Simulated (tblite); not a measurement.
Species: C6H6F2O2.
SMILES with atom numbers: `[CH3:1][O:2][c:3]1[cH:4][cH:5][c:6]([CH:7]([F:8])[F:9])[o:10]1` (hydrogens: H11, H12, H13 on C1; H14 on C4; H15 on C5; H16 on C7)

Computed with GFN2-xTB (tblite), gas phase: nudged elastic band of 9 images (0 to 8), spring 0.2 eV/Å², climbing image at the end, force threshold 0.05 eV/Å. The top image wasn't refined or checked by frequencies; at this threshold it can lie a kcal/mol or more above the true saddle point of the method.

The band describes a rotation about C3–O2 (aromatic carbon bearing oxygen, aryl ether oxygen), followed by the dihedral O10–C3–O2–C1, from the optimised start (0°) to a second optimised geometry at 180°.

Problem. How does the energy change from image to image?

Solution. 
```
image  dihedral (°)  E (kJ/mol)  C3–O2 (Å)  O10···C1 (Å)  largest true force (eV/Å)
    0             0        0.00      1.335          2.64                       0.01
    1            21        2.53      1.335          2.69                       0.04
    2            43        8.02      1.337          2.80                       0.05
    3            67       13.93      1.340          2.96                       0.04
    4            92       17.85      1.344          3.15                       0.03
    5           116       17.60      1.345          3.32                       0.03
    6           139       13.88      1.344          3.45                       0.04
    7           161        8.72      1.342          3.52                       0.04
    8           180        6.10      1.342          3.55                       0.01
```

Barriers of this band. The top is image 4 at 92°: 17.85 kJ/mol forward and 11.75 kJ/mol back; the end lies 6.10 kJ/mol above the start. The central bond is 0.009 Å longer at the top than at the start.

Problem. What rate follows at 298 K for crossing this barrier forward?

Solution. Taking the electronic barrier for the free energy of activation (no zero-point or entropy terms, transmission 1), rate = (kT/h)·exp(−ΔE/kT) ≈ 5 × 10^9 s⁻¹, whose inverse is 2 × 10^-10 s. An error of 1 kcal/mol in the barrier changes this by a factor of 5, and the method and the loose band can each miss by that much or more.

Problem. How would the two end points share their population at 298 K, from these energies alone?

Solution. exp(−ΔE/kT) with ΔE = 0.063 eV gives 0.086 for the higher one (end) against 1 for the lower, without vibrational, rotational or degeneracy terms. GFN2-xTB can put conformers this close in the wrong order.

The cost below is that of the whole band run. On one thread of an Arm Neoverse N1, shared host, this took 4.6 s wall and 0.18 GiB of memory at its peak.
